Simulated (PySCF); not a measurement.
How do the members of this family differ from one of them?

PySCF, CAM-B3LYP/def2-SVPD, density fitting, gas phase; each molecule at its own PBE0-D3(BJ)/def2-SVP geometry, one conformer. Singlet excitations by full TDDFT with frozen cores, triplets by Tamm–Dancoff TDDFT and ionisation energies by ΔSCF, from the lowest of the holes tried. 

Torsions of the conformers computed, which needn't be the lowest (atom-mapped SMILES):
- `[CH3:1][B:2]([CH3:3])[CH2:4][B:5]([F:6])[F:7]`: C1–B2–C4–B5 95°, B2–C4–B5–F6 -94°
- `[OH:1][B:2]([OH:3])[CH2:4][B:5]([F:6])[F:7]`: O1–B2–C4–B5 94°, B2–C4–B5–F6 92°, H–O1–B2–O3 1°, H–O3–B2–O1 0°
- `[CH3:1][CH:2]([CH3:3])[O:4][CH2:5][B:6]([F:7])[F:8]`: C1–C2–O4–C5 81°, C2–O4–C5–B6 71°, O4–C5–B6–F7 3°
- `[CH3:1][CH2:2][CH2:3][B:4]([F:5])[F:6]`: C1–C2–C3–B4 180°, C2–C3–B4–F5 -177°
- `[CH2:1]=[C:2]([CH3:3])[CH2:4][B:5]([F:6])[F:7]`: C1–C2–C4–B5 -97°, C2–C4–B5–F6 -69°
- `[F:1][B:2]([F:3])[CH2:4][n:5]1[cH:6][cH:7][cH:8][cH:9]1`: F1–B2–C4–N5 -1°, B2–C4–N5–C6 -79°

Reference: `CB(F)F`, with HOMO energy -11.87 eV, LUMO energy 0.83 eV, lowest singlet excitation 8.82 eV, lowest triplet excitation 7.98 eV, mean polarisability 27.6 au, dipole moment 1.73 D and vertical ionisation energy 13.20 eV.

Changes against it:

```json
{"molecule": "CC(C)OCB(F)F", "change": "H on C → OiPr", "Δ HOMO energy (eV)": "+2.89", "Δ LUMO energy (eV)": "-0.01", "Δ lowest singlet excitation (eV)": "-2.16", "Δ lowest triplet excitation (eV)": "-1.79", "Δ mean polarisability (au)": "+39.9", "Δ dipole moment (D)": "-0.23", "Δ vertical ionisation energy (eV)": "-3.42"}
{"molecule": "CCCB(F)F", "change": "H on C → C2H5", "Δ HOMO energy (eV)": "+0.98", "Δ LUMO energy (eV)": "+0.05", "Δ lowest singlet excitation (eV)": "-0.46", "Δ lowest triplet excitation (eV)": "-0.43", "Δ mean polarisability (au)": "+23.5", "Δ dipole moment (D)": "+0.04", "Δ vertical ionisation energy (eV)": "-1.38"}
{"molecule": "C=C(C)CB(F)F", "change": "H on C → isopropenyl", "Δ HOMO energy (eV)": "+3.27", "Δ LUMO energy (eV)": "-0.06", "Δ lowest singlet excitation (eV)": "-2.42", "Δ lowest triplet excitation (eV)": "-3.81", "Δ mean polarisability (au)": "+35.1", "Δ dipole moment (D)": "-0.11", "Δ vertical ionisation energy (eV)": "-3.76"}
{"molecule": "FB(F)Cn1cccc1", "change": "H on C → N-pyrrolyl", "Δ HOMO energy (eV)": "+4.36", "Δ LUMO energy (eV)": "-0.10", "Δ lowest singlet excitation (eV)": "-3.01", "Δ lowest triplet excitation (eV)": "-3.71", "Δ mean polarisability (au)": "+48.7", "Δ dipole moment (D)": "+0.10", "Δ vertical ionisation energy (eV)": "-4.93"}
```

Rows whose labels were lost:

```json
{"row": "P", "Δ HOMO energy (eV)": "+1.54", "Δ LUMO energy (eV)": "-0.70", "Δ lowest singlet excitation (eV)": "-2.44", "Δ lowest triplet excitation (eV)": "-2.15", "Δ mean polarisability (au)": "+36.2", "Δ dipole moment (D)": "+0.20", "Δ vertical ionisation energy (eV)": "-2.07"}
{"row": "Q", "Δ HOMO energy (eV)": "+0.72", "Δ LUMO energy (eV)": "-0.80", "Δ lowest singlet excitation (eV)": "-0.97", "Δ lowest triplet excitation (eV)": "-0.54", "Δ mean polarisability (au)": "+19.4", "Δ dipole moment (D)": "+1.81", "Δ vertical ionisation energy (eV)": "-1.03"}
```

Problem. Which row belongs to which of `CB(C)CB(F)F` (H on C → BMe2) and `OB(O)CB(F)F` (H on C → B(OH)2)?

Solution. P = `CB(C)CB(F)F` and Q = `OB(O)CB(F)F`. P and Q are told apart most clearly by the mean polarisability (+36.2 against +19.4 au).

Problem. Which row has the smallest HOMO–LUMO gap and which the largest, and does the HOMO or the LUMO shift more there?

Solution. Smallest, counted from the reference: `FB(F)Cn1cccc1`, -4.46 eV (HOMO +4.36, LUMO -0.10), the larger shift being that of the HOMO. Largest: `CCCB(F)F`, -0.93 eV (HOMO +0.98, LUMO +0.05), the larger shift being that of the HOMO. The gap of the reference itself lies above all of them.
